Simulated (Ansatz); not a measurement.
CHGeN, SMILES `N#[C][GeH]` (excited triplet) (charge 0, multiplicity 3). This triplet is an excited state, 1.44 eV above the relaxed singlet at the level B3LYP/cc-pVTZ // PBE0-D3(BJ)/def2-TZVP (Ansatz, a program for electronic structure).

Cartesian coordinates (Å):
SMILES: [GeH][C]#N
```xyz
4

N      1.9898     0.0032     0.3635
C      0.8819     0.1021     0.0412
Ge    -0.8809     0.3504    -0.5730
H     -1.9908    -0.4557     0.1214
```
Charge 0, spin multiplicity 3.

Frozen-core energies in cc-pVDZ from Ansatz at a geometry from PBE0-D3(BJ)/def2-TZVP; the HF reference has <S^2> = 2.13 and the T1 diagnostic is 0.027.

```csv
level,energy (Ha)
HF,-2168.17450
MP2,-2168.51504
CCSD,-2168.54350
```

Problem. Estimate the energies of CCSD(T), CCSDT and CCSDT(Q), and give each level's difference from CCSDT(Q).

Solution. 
| level | energy (Ha) | difference from CCSDT(Q) (mHa) |
|---|---|---|
| MP2 | -2168.51504 | 46.76 |
| CCSD | -2168.54350 | 18.30 |
| CCSD(T) | -2168.55924 | 2.56 |
| CCSDT | -2168.56009 | 1.71 |
| CCSDT(Q) | -2168.56180 | 0.00 |
